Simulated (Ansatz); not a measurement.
Mulliken charges of CH3BS2, SMILES `S=CBS` from r2SCAN/def2-TZVPP in Ansatz (PBE0-D4/def2-TZVP geometry).

```tsv
atom	x (Å)	y (Å)	z (Å)	charge (e)
S1	0.227	-2.351	-0.404	-0.149
C2	-0.664	-1.024	-0.162	-0.062
B3	0.030	0.282	0.293	0.055
S4	0.913	1.258	-0.894	-0.075
H5	-1.753	-1.079	-0.258	0.096
H6	-0.033	0.627	1.435	0.028
H7	1.341	2.218	-0.057	0.108
```

**Question.** By hand: the dipole of these point charges (1 e Å = 4.8032 D).

**Answer.** Σ q r = (-0.084, 0.488, 0.163) e Å, of length 0.521 e Å = 2.50 D.

**Question.** How does the dipole of the full density compare? (Estimate.)

**Answer.** The calculation gave: (-0.133, 0.433, 0.142) e Å, 2.28 D; the point charges give 1.10 times that, at 7° from its direction.

Point charges leave out the atoms' own dipoles, such as those of lone pairs, and Mulliken's split depends on the basis, so the close match here is no proof of good charges.
